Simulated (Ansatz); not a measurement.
Reaction (formal loss of a carbene): `[CH3][GeH]([NH2])[Cl]` → `[CH2]` (triplet) + `[NH2][GeH2][Cl]`

Isolated molecules relaxed with PBE0-D4/def2-TZVP in Ansatz; ΔE leaves out vibrations. CBS: MP2 limit from def2 TZ/QZ plus the TZ coupled-cluster correction, frozen cores. This one scheme is used for every species. Functionals use def2-TZVPP. Triplets are unrestricted, without spin–orbit coupling. For Ge outer-core shells are correlated without core-valence functions, which leaves a few kJ/mol of doubt a bond. Scalar relativity is left out up to krypton. One conformer a species, not always the lowest.

| level | ΔE (kJ/mol) | difference from CCSD(T)/CBS |
| --- | --- | --- |
| LDA (SPW92) | 544.9 | 64.7 |
| r2SCAN-D4 | 455.9 | -24.3 |
| B97M-V | 474.4 | -5.8 |
| r2SCANh-D4 | 454.2 | -26.0 |
| PBE | 475.4 | -4.8 |
| r2SCANh | 452.2 | -28.0 |
| MP2/def2-SVP | 462.1 | -18.1 |
| CCSD(T)/def2-SVP | 449.4 | -30.8 |
| SCS-MP2/def2-TZVPP | 482.2 | 2.0 |
| MP2/CBS(def2) | 496.1 | 15.9 |
| CCSD(T)/CBS | 480.2 | 0 |

Largest T1 diagnostic among the species: 0.011.

In def2-TZVPP, CCSD(T) changes the Hartree–Fock value by +142.4 kJ/mol (the triples alone add +11.6 kJ/mol) and MP2 by +158.3 kJ/mol. Leaving LDA and LC-ωPBE aside and taking each functional with its dispersion term where it has one, the values, not all of them listed here, spread over 34.8 kJ/mol, from r2SCAN0-D4 to ωB97X-V. LDA lies +69.5 kJ/mol from PBE without D4.
